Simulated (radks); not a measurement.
The numbers below are computed, except where a source is named.
Task: Excited configurations of the phosphorus ion P+: one electron is placed in a higher orbital outside [Ne] 3s2 3p1. The ground configuration is [Ne] 3s2 3p2. Level of theory: Dirac Kohn-Sham, PBE, spin-unpolarised, spherical densities, point nucleus; open shells fill j = l - 1/2 first (a radial shooting solver on a logarithmic mesh with Libxc functionals). Excitation = E - E(ground); binding = E(ion) - E, where the ion is the core of charge +2; n* = 2/sqrt(2 binding) in atomic units, and the quantum defect is n - n*.

| outer orbital | excitation (eV) | binding (eV) | n* | quantum defect | eigenvalue (eV) | <r> (bohr) |
|---|---|---|---|---|---|---|
| 4p1/2 | 12.199 | 6.983 | 2.792 | 1.208 | -5.324 | 5.614 |
| 4d3/2 | 14.640 | 4.542 | 3.461 | 0.539 | -3.395 | 7.809 |
| 4f5/2 | 15.668 | 3.514 | 3.935 | 0.065 | -2.489 | 8.653 |
| 5p1/2 | 15.254 | 3.928 | 3.722 | 1.278 | -3.077 | 10.37 |
| 5d3/2 | 16.342 | 2.840 | 4.378 | 0.622 | -2.212 | 13.48 |
| 6s1/2 | 16.295 | 2.887 | 4.341 | 1.659 | -2.327 | 14.71 |
| 6p1/2 | 16.667 | 2.515 | 4.652 | 1.348 | -2.017 | 16.49 |
| 6f5/2 | 17.485 | 1.697 | 5.663 | 0.337 | -1.330 | 22.17 |
| 7s1/2 | 17.225 | 1.957 | 5.273 | 1.727 | -1.597 | 21.80 |
| 7p1/2 | 17.434 | 1.748 | 5.580 | 1.420 | -1.422 | 24.03 |
| 7f5/2 | 17.918 | 1.264 | 6.561 | 0.439 | -1.014 | 31.04 |

Estimate the row for 7d3/2.

Result: excitation (eV) 17.768; binding (eV) 1.414; n* 6.203; quantum defect 0.797; eigenvalue (eV) -1.147; <r> (bohr) 28.93. The Delta-SCF ionisation energy is 19.182 eV (NIST Atomic Spectra Database: 19.769 eV, semi-empirical). Self-interaction in the functional shifts the binding energies and quantum defects, so they are the method's values and not measured ones. Spin polarisation and multiplet splitting are left out, so open shells lie too high by an amount that depends on their filling.

Beside tabulated values, note that spin-unpolarised runs miss the spin-polarisation part of the exchange energy of open shells.
